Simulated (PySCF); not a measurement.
Gas-phase XPS of `Cn1ncc(Cl)n1`, computed

C3H4ClN3.
Bonds: C1–N2, N2–N3 (aromatic), N3–C4 (aromatic), C4–C5 (aromatic), C5–Cl6, C5–N7 (aromatic), N2–N7 (aromatic). Hydrogens: H8, H9, H10 on C1; H11 on C4.

Method used: PySCF, delta-SCF UKS SCAN, pcX-2 on the ionised atom, pcseg-1 elsewhere, spin-free X2C. Each binding energy is the total energy of the core-ionised species, with the hole localised on one atom, minus that of the ground state; both are solved self-consistently, so orbital relaxation is included.

Question: What binding energy does each computed site have?

Answer: 
| atom(s) | bonded to | level | binding energy (eV) | 2p1/2 (eV) | above the level's lowest (eV) | count |
| --- | --- | --- | --- | --- | --- | --- |
| Cl6 | C | Cl 1s | 2829.39 | – | 0.00 | 1 |
| N2 | 2 N (aromatic in the SMILES) and C | N 1s | 408.11 | – | +2.32 | 1 |
| N3 | N (aromatic in the SMILES) and C (aromatic in the SMILES) | N 1s | 405.90 | – | +0.11 | 1 |
| N7 | N (aromatic in the SMILES) and C (aromatic in the SMILES) | N 1s | 405.79 | – | 0.00 | 1 |
| C5 | Cl, N (aromatic in the SMILES) and C (aromatic in the SMILES) | C 1s | 292.68 | – | +1.27 | 1 |
| C1 | N and 3 H | C 1s | 292.58 | – | +1.17 | 1 |
| C4 | N (aromatic in the SMILES), C (aromatic in the SMILES) and H | C 1s | 291.41 | – | 0.00 | 1 |
| Cl6 | C | Cl 2p3/2 | 206.76 | 208.42 | 0.00 | 1 |

The listed C 1s values span 1.27 eV, from C4 (bonded to N (aromatic in the SMILES), C (aromatic in the SMILES) and H) to C5 (bonded to Cl, N (aromatic in the SMILES) and C (aromatic in the SMILES)). The widest gap between neighbouring values is 1.17 eV, between 291.41 and 292.58 eV. Summing the Pauling electronegativity differences to the bonded atoms, each weighted by its formal bond order, gives +0.39 for the lowest site and +1.35 for the highest; no listed site has a larger sum than the highest. The smallest sum, -0.56, belongs to C1, 1.17 eV above the lowest.

The listed N 1s values span 2.32 eV, from N7 (bonded to N (aromatic in the SMILES) and C (aromatic in the SMILES)) to N2 (bonded to 2 N (aromatic in the SMILES) and C). Summing the Pauling electronegativity differences to the bonded atoms, each weighted by its formal bond order, gives -0.74 for the lowest site and -0.49 for the highest; no listed site has a larger sum than the highest.

Question: Give the binding energy of Cl 1s of Cl6 in hartree and in kJ/mol.

Answer: 2829.39 eV = 103.9782 Eh = 272995 kJ/mol.

Question: Which photon wavelength matches the Cl 1s of Cl6 threshold?

Answer: λ = hc/E = 12398.42 eV Å / 2829.39 eV = 4.382 Å.

For 2p shells one spin-free hole was relaxed; a mean-field spin–orbit operator and the ground-state splitting of the three 2p orbitals were then diagonalised within the shell. The shell's mean is (2 × 2p3/2 + 2p1/2)/3, and the degeneracies 2j + 1 give areas of 2:1. 2p1/2 minus 2p3/2 (ligand field included): Cl 1.65 eV. Isolated species at its GFN2-xTB geometry, gas phase. GFN2-xTB frequencies show an imaginary mode (35i cm⁻¹), so this geometry is no minimum at that level.
